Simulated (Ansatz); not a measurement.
Ideal-gas functions of ClFGeI, SMILES `[F][Ge]([Cl])[I]` radical at 298.15 K and 1 bar, from an Ansatz frequency run at PBE0-D4/def2-TZVP.

Molar mass 253.96 g/mol, point group C1 (symmetry number 1), electronic degeneracy 2, moments of inertia 142.338, 579.458, 680.621 u Å². Harmonic wavenumbers (cm⁻¹, unscaled): 94, 144, 188, 243, 417, 692.

Use S(trans) = R[1.5 ln M + 2.5 ln T − 1.1517]; rotational temperatures θ = 24.2544 K / I; S(rot) = R[ln(√π/σ · √(T³/θAθBθC)) + 1.5]; for each mode x = 1.438777 ν̃/T, S = R[x/(eˣ − 1) − ln(1 − e⁻ˣ)] and H = RT x/(eˣ − 1); 1 cm⁻¹ = 0.0119627 kJ/mol; R = 8.31446 J/(mol·K).

**Question.** By hand: the entropy, in J/(mol·K).

**Answer.** Translation 177.9. Rotation: θ = 0.1704, 0.0419, 0.0356 K, giving 122.7. Vibration, mode by mode: 14.96, 11.51, 9.40, 7.45, 3.77, 1.32, in all 48.4. Electronic 5.8. Sum 354.8 J/(mol·K).

**Question.** By hand: H − E and G − E in kJ/mol, counted from the electronic energy.

**Answer.** Zero-point energy ½ × 1778 × 0.0119627 = 10.6; thermal vibration 7.6; translation, rotation and pV give 4 RT = 9.9. H − E = 28.1 kJ/mol, and G − E = 28.1 − 298.15 × 354.8/1000 = -77.7 kJ/mol.

Vibration gives 14 % of the entropy, 26.5 J/(mol·K) of it from the modes under 150 cm⁻¹: soft modes count most, and the harmonic formula is weakest for them. The sum counts one conformer and one mirror image; others add a mixing term.
